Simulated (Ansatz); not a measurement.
Cl3HHfO, SMILES `[OH][Hf]([Cl])([Cl])[Cl]`, relaxed with RKS PBE0-D4/def2-TZVP in Ansatz 0.2.0 from a PBE-D4/def2-SVP geometry. The force threshold is 0.005 eV/Å; the program also tests the step.

Charge 0, multiplicity 1. Hf: def2 effective core potential.

Start:

```xyz
6

O    -0.060   -1.326    0.672
Hf    0.014    0.365   -0.185
Cl    1.450    1.779    1.032
Cl    0.835    0.081   -2.373
Cl   -2.151    1.289   -0.254
H    -0.087   -2.189    1.107
```

| step | energy (eV) | largest force (eV/Å) | largest move (Å) |
| --- | --- | --- | --- |
| 1 | -40934.1787 | 0.675 | 0.000 |
| 2 | -40934.1937 | 0.254 | 0.032 |
| 3 | -40934.1973 | 0.016 | 0.010 |
| 4 | -40934.1973 | 0.006 | 0.001 |
| 5 | -40934.1973 | 0.001 | 0.004 |

End:

```xyz
6

O    -0.057   -1.319    0.668
Hf    0.015    0.358   -0.181
Cl    1.438    1.768    1.021
Cl    0.828    0.085   -2.355
Cl   -2.132    1.278   -0.251
H    -0.092   -2.169    1.098
```

Hardware: 4 threads of an Arm Neoverse V1 on a shared host. Wall time 22 s, peak host memory 0.59 GiB.
